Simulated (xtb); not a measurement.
In(H)(Cl)(OMe) (CH4ClInO), SMILES C[O][InH][Cl]. All values are semi-empirical tight-binding results from xtb (GFN2-xTB unless named), good for trends rather than for accurate numbers. The structure is a stationary point at GFN2-xTB. The structure was generated by enumeration; whether it is a known compound was not checked. The values are those of a single conformer.

Optimised geometry:

```xyz
8

In    -0.3992    -0.0555     0.0000
H     -2.0311     0.4929     0.0000
Cl     0.6202    -2.0911     0.0000
O      0.9008     1.4508     0.0000
C      0.4635     2.7861     0.0000
H      0.8471     3.2923    -0.8916
H      0.8471     3.2923     0.8916
H     -0.6341     2.8704     0.0000
```

For metal compounds this method's bond lengths and energies can be far off.

Computed properties:
The point group as xtb finds it is Cs. The orbital gap is 3.14 eV and the zero-point energy is 28.0 kcal/mol. The G − E(el) at 298.15 K (modified RRHO) is 7.3 kcal/mol.

Computed atomic charges and the Wiberg bond orders between heavy atoms:
charges (e) In1 0.27, H2 0.02, Cl3 -0.10, O4 -0.39, C5 0.05, H6 0.05, H7 0.05, H8 0.05. Bond orders In1–Cl3 1.15, In1–O4 0.94, O4–C5 1.01.
